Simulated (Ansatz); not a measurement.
Consider the ligand exchange at the Si–O bond: `O[SiH2]OCS` + `N[SiH](O)F` → `O[SiH2]N[SiH](O)F` + `OCS`.

Program: Ansatz. Geometries: PBE0-D4/def2-TZVP. ΔE: electronic, gas phase. CBS: MP2 limit from def2 TZ/QZ plus the TZ coupled-cluster correction, frozen cores. This one scheme is used for every species. Functionals use def2-TZVPP. One conformer a species, not always the lowest.

```csv
level,ΔE (eV)
PBE-D4,0.52
B2PLYP,0.54
CCSD(T)/def2-TZVPP,0.52
HF/CBS(def2),0.50
```

**Question.** What does CCSD(T)/CBS give? (Best estimate.)

**Answer.** Ansatz gave: +0.52 eV. The listed levels differ from it by 0.00, 0.02, 0.00, -0.02 eV.

Largest T1 diagnostic among the species: 0.012.
